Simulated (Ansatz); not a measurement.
Calculated with Ansatz (gas phase, PBE0-D4/def2-TZVP geometries, no zero-point term in ΔE). CCSD(T)/CBS adds triple-zeta CCSD(T) − MP2 to the extrapolated MP2 energy (def2 sets, frozen cores). This one scheme is used for every species. Double bonds are as drawn, so ΔE can hold a change between cis and trans. DFT in def2-TZVPP. B3LYP here is the variant with VWN-RPA as its local correlation; programs differ in this. Each species was taken in one conformer, which may not be the lowest.

`C[SiH2]/C=C/[SiH3]` + `C1[SiH2]S1` → `C[SiH]1CS1` + `[SiH3]/C=C/[SiH3]`  (formal exchange of groups at a C–Si bond)

```json
{"level": "LDA (SPW92)", "ΔE (kcal/mol)": "-1.9"}
{"level": "B3LYP-D4", "ΔE (kcal/mol)": "-1.8"}
```

What does CCSD(T)/CBS give? (Best estimate.)

Computed: -1.6 kcal/mol. The listed levels differ from it by -0.3, -0.2 kcal/mol.

Largest T1 diagnostic among the species: 0.012.

Leaving LDA and LC-ωPBE aside and taking each functional with its dispersion term where it has one, the values, not all of them listed here, spread over 0.2 kcal/mol, from B97M-V to B2PLYP.
